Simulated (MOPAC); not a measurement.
MOPAC input (AM1):

```
AM1 PRECISE GNORM=0.05 LET XYZ UHF MS=0.5 GEO-OK AUX(PRECISION=9) THREADS=1
H3O3Si

O    -0.64551000 1    1.33350500 1   -0.72187400 1
Si   -0.04502500 1    0.14476100 1    0.27139700 1
O     1.51930800 1   -0.08036900 1   -0.15587400 1
O    -0.87024800 1   -1.26914500 1    0.26613900 1
H    -0.24734900 1    0.73747200 1    1.60649200 1
H     1.92111600 1   -0.92822500 1    0.05110300 1
H    -1.07181800 1   -1.70782500 1   -0.56427500 1
```

Output:

```
 *******************************************************************************
 **                                                                           **
 **                              MOPAC v23.2.5                                **
 **                                                                           **
 *******************************************************************************
 ** MOPAC's Digital Object Identifier: https://doi.org/10.5281/zenodo.6511958 **
 **                                                                           **
 ** Please cite the open-source release paper for use of this MOPAC version:  **
 ** J. E. Moussa and J. J. P. Stewart (2026)                                  **
 ** MOPAC: An open-source semiempirical molecular orbital program             **
 ** J. Open Source Softw., 11(119), 8025, https://doi.org/10.21105/joss.08025 **
 *******************************************************************************

                              AM1 CALCULATION RESULTS

 *******************************************************************************
 *  AM1        - The AM1 Hamiltonian to be used
 *  GEO-OK     - OVERRIDE INTERATOMIC DISTANCE AND OTHER SAFETY CHECKS
 *  UHF        - UNRESTRICTED HARTREE-FOCK CALCULATION
 *  MS=        - IN MECI, MAGNETIC COMPONENT OF SPIN =  0.5
 *  LET        - OVERRIDE SOME SAFETY CHECKS
 *  PRECISE    - TIGHTER CRITERIA TO BE USED
 *  XYZ        - CARTESIAN COORDINATE SYSTEM TO BE USED
 *  GNORM      - EXIT WHEN GRADIENT NORM DROPS BELOW 0.050
 *  AUX        - OUTPUT AUXILIARY INFORMATION
 *******************************************************************************
AM1 PRECISE GNORM=0.05 LET XYZ UHF MS=0.5 GEO-OK AUX(PRECISION=9) THREADS=1
 H3O3Si

   ATOM   CHEMICAL          X               Y               Z
  NUMBER   SYMBOL      (ANGSTROMS)     (ANGSTROMS)     (ANGSTROMS)

     1       O         -0.64551000  *   1.33350500  *  -0.72187400  *
     2      Si         -0.04502500  *   0.14476100  *   0.27139700  *
     3       O          1.51930800  *  -0.08036900  *  -0.15587400  *
     4       O         -0.87024800  *  -1.26914500  *   0.26613900  *
     5       H         -0.24734900  *   0.73747200  *   1.60649200  *
     6       H          1.92111600  *  -0.92822500  *   0.05110300  *
     7       H         -1.07181800  *  -1.70782500  *  -0.56427500  *

          CARTESIAN COORDINATES

    NO.       ATOM           X           Y           Z

     1         O         -0.6455      1.3335     -0.7219
     2        Si         -0.0450      0.1448      0.2714
     3         O          1.5193     -0.0804     -0.1559
     4         O         -0.8702     -1.2691      0.2661
     5         H         -0.2473      0.7375      1.6065
     6         H          1.9211     -0.9282      0.0511
     7         H         -1.0718     -1.7078     -0.5643

  H: (AM1): M.J.S. DEWAR ET AL, J. AM. CHEM. SOC. 107 3902-3909 (1985)
  O: (AM1): M.J.S. DEWAR ET AL, J. AM. CHEM. SOC. 107 3902-3909 (1985)
 Si: (AM1): M.J.S.DEWAR, C. JIE, ORGANOMETALLICS, 6, 1486-1490 (1987).

           Empirical Formula: H3 O3 Si  =     7 atoms

      MOLECULAR POINT GROUP   :   C1

          UHF CALCULATION, NO. OF ALPHA ELECTRONS =   13
                           NO. OF BETA  ELECTRONS =   12

          Geometry optimization using EF

          DIAGONAL MATRIX USED AS START HESSIAN

 CYCLE:     1  GRAD.:   172.477 HEAT: -139.1430
 CYCLE:     2  GRAD.:   190.163 HEAT: -143.0870
 CYCLE:     3  GRAD.:   158.145 HEAT: -140.0046
 CYCLE:     4  GRAD.:   101.213 HEAT: -145.9402
 CYCLE:     5  GRAD.:   164.379 HEAT: -141.5592
 CYCLE:     6  GRAD.:   169.924 HEAT: -140.9126
 CYCLE:     7  GRAD.:   174.054 HEAT: -142.2287
 CYCLE:     8  GRAD.:   153.509 HEAT: -141.6467
 CYCLE:     9  GRAD.:   111.589 HEAT: -146.5675
 CYCLE:    10  GRAD.:   181.661 HEAT: -138.0600
 CYCLE:    11  GRAD.:    58.680 HEAT: -148.6036
 CYCLE:    12  GRAD.:    45.264 HEAT: -150.3061
 CYCLE:    13  GRAD.:     4.835 HEAT: -151.0739
 CYCLE:    14  GRAD.:     2.380 HEAT: -151.0964
 CYCLE:    15  GRAD.:     2.352 HEAT: -151.1137
 CYCLE:    16  GRAD.:     2.511 HEAT: -151.1403
 CYCLE:    17  GRAD.:     1.537 HEAT: -151.1491
 CYCLE:    18  GRAD.:     1.266 HEAT: -151.1554
 CYCLE:    19  GRAD.:     2.238 HEAT: -151.1671
 CYCLE:    20  GRAD.:     4.809 HEAT: -151.1851
 CYCLE:    21  GRAD.:     5.875 HEAT: -151.2057
 CYCLE:    22  GRAD.:    11.245 HEAT: -151.2501
 CYCLE:    23  GRAD.:    10.725 HEAT: -151.2482
 CYCLE:    24  GRAD.:     4.040 HEAT: -151.3352
 CYCLE:    25  GRAD.:    19.307 HEAT: -151.3285
 CYCLE:    26  GRAD.:     4.071 HEAT: -151.3977
 CYCLE:    27  GRAD.:     3.518 HEAT: -151.4276
 CYCLE:    28  GRAD.:    86.333 HEAT: -149.3068
 CYCLE:    29  GRAD.:     6.672 HEAT: -151.5011
 CYCLE:    30  GRAD.:     2.853 HEAT: -151.5304
 CYCLE:    31  GRAD.:     9.727 HEAT: -151.5866
 CYCLE:    32  GRAD.:    12.090 HEAT: -151.6125
 CYCLE:    33  GRAD.:    17.592 HEAT: -151.7005
 CYCLE:    34  GRAD.:    22.036 HEAT: -151.6495
 CYCLE:    35  GRAD.:     5.150 HEAT: -151.8345
 CYCLE:    36  GRAD.:     9.695 HEAT: -151.8636
 CYCLE:    37  GRAD.:     9.397 HEAT: -151.9269
 CYCLE:    38  GRAD.:    14.989 HEAT: -151.8782
 CYCLE:    39  GRAD.:     2.663 HEAT: -151.9601
 CYCLE:    40  GRAD.:     3.699 HEAT: -151.9692
 CYCLE:    41  GRAD.:     5.271 HEAT: -151.9863
 CYCLE:    42  GRAD.:     3.479 HEAT: -151.9913
 CYCLE:    43  GRAD.:     1.256 HEAT: -152.0003
 CYCLE:    44  GRAD.:     1.265 HEAT: -152.0022
 CYCLE:    45  GRAD.:     1.212 HEAT: -152.0062
 CYCLE:    46  GRAD.:     1.121 HEAT: -152.0105
 CYCLE:    47  GRAD.:     6.449 HEAT: -152.0247
 CYCLE:    48  GRAD.:     6.826 HEAT: -152.0318
 CYCLE:    49  GRAD.:     3.937 HEAT: -152.0429
 CYCLE:    50  GRAD.:     6.421 HEAT: -152.0597
 CYCLE:    51  GRAD.:     2.693 HEAT: -152.0701
 CYCLE:    52  GRAD.:     3.566 HEAT: -152.0804
 CYCLE:    53  GRAD.:     8.859 HEAT: -152.0824
 CYCLE:    54  GRAD.:     5.883 HEAT: -152.0861
 CYCLE:    55  GRAD.:     4.648 HEAT: -152.0950
 CYCLE:    56  GRAD.:     1.724 HEAT: -152.1055
 CYCLE:    57  GRAD.:     2.822 HEAT: -152.1092
 CYCLE:    58  GRAD.:     2.704 HEAT: -152.1155
 CYCLE:    59  GRAD.:     2.325 HEAT: -152.1190
 CYCLE:    60  GRAD.:     4.682 HEAT: -152.1165
 CYCLE:    61  GRAD.:     1.370 HEAT: -152.1226
 CYCLE:    62  GRAD.:     0.447 HEAT: -152.1233
 CYCLE:    63  GRAD.:     1.124 HEAT: -152.1249
 CYCLE:    64  GRAD.:     0.578 HEAT: -152.1258
 CYCLE:    65  GRAD.:     1.309 HEAT: -152.1266
 CYCLE:    66  GRAD.:     1.484 HEAT: -152.1272
 CYCLE:    67  GRAD.:     1.533 HEAT: -152.1289
 CYCLE:    68  GRAD.:     1.923 HEAT: -152.1299
 CYCLE:    69  GRAD.:     2.279 HEAT: -152.1294
 CYCLE:    70  GRAD.:     0.645 HEAT: -152.1312
 CYCLE:    71  GRAD.:     0.638 HEAT: -152.1315
 CYCLE:    72  GRAD.:     0.405 HEAT: -152.1319
 CYCLE:    73  GRAD.:     0.282 HEAT: -152.1320
 CYCLE:    74  GRAD.:     0.279 HEAT: -152.1321
 CYCLE:    75  GRAD.:     0.110 HEAT: -152.1322
 CYCLE:    76  GRAD.:     0.055 HEAT: -152.1322
 CYCLE:    77  GRAD.:     0.019 HEAT: -152.1322

     GRADIENT =  0.01941 IS LESS THAN CUTOFF =  0.05000

 -------------------------------------------------------------------------------
 AM1 PRECISE GNORM=0.05 LET XYZ UHF MS=0.5 GEO-OK AUX(PRECISION=9) THREADS=1
 H3O3Si

     GEOMETRY OPTIMISED USING EIGENVECTOR FOLLOWING (EF).
     SCF FIELD WAS ACHIEVED

                              AM1 CALCULATION
                                                       MOPAC v23.2.5 Linux

          FINAL HEAT OF FORMATION =       -152.13219 KCAL/MOL =    -636.52109 KJ/MOL

          COSMO AREA              =        102.18 SQUARE ANGSTROMS
          COSMO VOLUME            =         88.11 CUBIC ANGSTROMS

          GRADIENT NORM           =          0.01941          =       0.00734 PER ATOM
          IONIZATION POTENTIAL    =         12.297280 EV
          ALPHA SOMO LUMO (EV)    =        -12.528  0.964
          BETA  SOMO LUMO (EV)    =        -12.297 -1.382
          NO. OF ALPHA ELECTRONS  =         13
          NO. OF BETA  ELECTRONS  =         12
          MOLECULAR WEIGHT        =         79.1074         POINT GROUP:  Cs

          MOLECULAR DIMENSIONS (Angstroms)

            Atom       Atom       Distance
            H     6    H     5     3.46847
            H     7    O     3     3.04732
            O     4    O     1     2.46810

          SCF CALCULATIONS        =         78

   ATOM   CHEMICAL          X               Y               Z
  NUMBER   SYMBOL      (ANGSTROMS)     (ANGSTROMS)     (ANGSTROMS)

     1       O         -0.64013412  *   1.26504131  *  -0.86689011  *
     2      Si         -0.05469422  *   0.18940594  *   0.38287547  *
     3       O          1.61278087  *  -0.16348072  *   0.03430024  *
     4       O         -0.96528320  *  -1.28886483  *   0.27320420  *
     5       H         -0.19578780  *   0.78935193  *   1.68797651  *
     6       H          1.80957559  *  -0.51311480  *  -0.82447494  *
     7       H         -0.97599126  *  -1.72800769  *  -0.56671942  *

                             CARTESIAN COORDINATES

   1    O       -0.640134117     1.265041309    -0.866890111
   2   Si       -0.054694220     0.189405943     0.382875470
   3    O        1.612780866    -0.163480720     0.034300245
   4    O       -0.965283198    -1.288864827     0.273204201
   5    H       -0.195787803     0.789351933     1.687976505
   6    H        1.809575587    -0.513114804    -0.824474939
   7    H       -0.975991257    -1.728007687    -0.566719416

           Empirical Formula: H3 O3 Si  =     7 atoms

      MOLECULAR POINT GROUP   :   Cs

          ALPHA EIGENVALUES
 -36.24388 -36.02688 -35.80361 -19.01392 -18.22675 -16.49529 -16.06252 -14.25632
 -14.20505 -13.08370 -12.99328 -12.60146 -12.52798   0.96373   1.05692   1.06758
   1.58614   5.55151   5.60818

           BETA EIGENVALUES
 -36.20596 -36.00413 -32.11060 -18.98617 -18.21558 -16.04312 -14.72318 -13.86236
 -13.27149 -12.68088 -12.32505 -12.29728  -1.38231   1.04663   1.09160   1.48797
   2.08538   5.54858   5.60568

              NET ATOMIC CHARGES AND DIPOLE CONTRIBUTIONS

  ATOM NO.   TYPE          CHARGE      No. of ELECS.   s-Pop       p-Pop
    1          O          -0.432776        6.4328     1.94677     4.48601
    2         Si           1.439509        2.5605     0.79517     1.76532
    3          O          -0.642127        6.6421     1.84999     4.79213
    4          O          -0.642209        6.6422     1.84998     4.79223
    5          H          -0.188600        1.1886     1.18860
    6          H           0.233101        0.7669     0.76690
    7          H           0.233101        0.7669     0.76690
 DIPOLE           X         Y         Z       TOTAL
 POINT-CHG.     0.066    -0.064     0.414     0.424
 HYBRID         0.140    -0.564    -1.141     1.281
 SUM            0.207    -0.629    -0.727     0.983

          ATOMIC ORBITAL ELECTRON POPULATIONS

     Atom    s        px        py        pz
    1  O   1.94677   1.84258   1.37644   1.26700
    2 Si   0.79517   0.50874   0.56561   0.69097
    3  O   1.84999   1.55745   1.83442   1.40026
    4  O   1.84998   1.81444   1.56343   1.41436
    5  H   1.18860
    6  H   0.76690
    7  H   0.76690

                    (SZ)    =    0.500000
                    (S**2)  =    0.755580

          ATOMIC ORBITAL SPIN POPULATIONS

    Atom   Total    s     px     py     pz
         Atomic
    1  O  1.0134  0.007  0.060  0.444  0.503
    2 Si -0.0938 -0.022 -0.010 -0.023 -0.040
    3  O  0.0068 -0.000  0.010 -0.002 -0.001
    4  O  0.0067 -0.000  0.007  0.000 -0.000
    5  H  0.0691  0.069
    6  H -0.0011 -0.001
    7  H -0.0011 -0.001

 **********************
 *                    *
 * JOB ENDED NORMALLY *
 *                    *
 **********************

 == MOPAC DONE ==
```

The geometry given is a B3LYP-D3(BJ)/def2-TZVP minimum.
